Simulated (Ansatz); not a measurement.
Job for Ansatz (an electronic-structure program): R-CCSD(T)/cc-pVTZ on aminoborane (SMILES BN), a point of a torsion scan.

Ansatz 0.2 input:
```yaml
crystal:
  periodic: [false, false, false]
  atoms:
    - {symbol: B, position_ang: [0.67838561, 0.01455984, -0.15248535]}
    - {symbol: N, position_ang: [-0.71229696, -0.09555280, -0.21289429]}
    - {symbol: H, position_ang: [1.33135603, -0.95693201, -0.21157894]}
    - {symbol: H, position_ang: [1.13882880, 0.98001893, 0.33595969]}
    - {symbol: H, position_ang: [-1.19343243, -0.51430336, -0.99200144]}
    - {symbol: H, position_ang: [-1.24399488, 0.72030583, 0.06455313]}
basis:
  gaussian:
    orbitals: cc-pVTZ
magnetization: {spin_polarized: false}
correlation: {method: ccsd_t, electrons: outside_noble_gas}
scf: {lower_state_search: off}
```

The log:

```
WARN ansatz: RAYON_NUM_THREADS=1 ignored (pool sized by the plan → 1); use --threads N
Functional definition: HF
these checks for a lower state are left out or cut short: stability, starts, cluster_reference, orbital_swaps, neighbouring_geometries, increment
integrals: 0.17 GiB planned
653 factors; integrals over basis functions are off by at most 1.2e-3 eV
mean field: 0.17 GiB planned
mean field evaluation 1: about -2216.0157 eV, gradient 3.0e1 eV
mean field evaluation 2: about -2216.0165 eV, gradient 3.0e1 eV
mean field evaluation 4: about -2217.9868 eV, gradient 2.5e0 eV
mean field evaluation 8: about -2218.0081 eV, gradient 5.5e-5 eV
mean field -2218.00806344 eV, -81.5102929114 hartree, gradient 1.5e-6 eV, S^2 0.000000; 0 other end points of the search recorded, 0 dependent functions left out
2 core orbitals not correlated
reference -2218.00806344 eV, -81.5102929114 hartree; 6, 6 occupied and 108, 108 virtual orbitals, 653 factors
second order -8.92909973 eV of doubles, -0.00000000 eV of singles
coupled cluster: 0.44 GiB planned
cycle   1  -9.28007544 eV  change   -3.5e-1 eV  update   6.2e-2
cycle   2  -9.51532334 eV  change   -2.4e-1 eV  update   1.9e-2
cycle   3  -9.56059166 eV  change   -4.5e-2 eV  update   1.1e-2
cycle   4  -9.55356495 eV  change    7.0e-3 eV  update   4.1e-3
cycle   5  -9.55445618 eV  change   -8.9e-4 eV  update   1.9e-3
cycle   6  -9.55421635 eV  change    2.4e-4 eV  update   4.4e-4
cycle   7  -9.55414499 eV  change    7.1e-5 eV  update   1.2e-4
cycle   8  -9.55416683 eV  change   -2.2e-5 eV  update   4.4e-5
cycle   9  -9.55415623 eV  change    1.1e-5 eV  update   1.7e-5
cycle  10  -9.55415856 eV  change   -2.3e-6 eV  update   5.6e-6
perturbative correction -0.33258357 eV, -0.0122222209 hartree
Total energy: -2227.89480556 eV, -81.8736239832 hartree
Checks for a lower state left out: stability, starts, cluster_reference, orbital_swaps, neighbouring_geometries, increment
```

The calculation finished and met its thresholds.

Cost: about 5 core-seconds (a rough figure).
